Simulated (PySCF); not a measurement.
C3H4ClFSi, SMILES FC1=C(Cl)C[SiH2]1.

Coordinates come from a ωB97X-D3(BJ)/def2-SVP optimisation. The structure was generated by enumeration, and PubChem lists no compound with its InChIKey, so it may never have been made.

Vertical ionisation energy (IE) and electron affinity (EA) in eV. Rows of orbital energies are one-electron estimates. Where ΔSCF, EOM or ADC give a negative EA the extra electron is unbound and the value depends on the basis.

```csv
level,IE,EA
"−ε(HOMO), −ε(LUMO), ωB97X/def2-TZVP (PySCF)",9.57,-1.86
"−ε(HOMO), −ε(LUMO), PBE/def2-TZVP (PySCF)",___,___
```

Task: Fill in the missing entries. (The exact figures need the calculation; the answer reports its results.)

Result: 
- −ε(HOMO), −ε(LUMO), PBE/def2-TZVP (PySCF), IE: 6.14
- −ε(HOMO), −ε(LUMO), PBE/def2-TZVP (PySCF), EA: 1.27
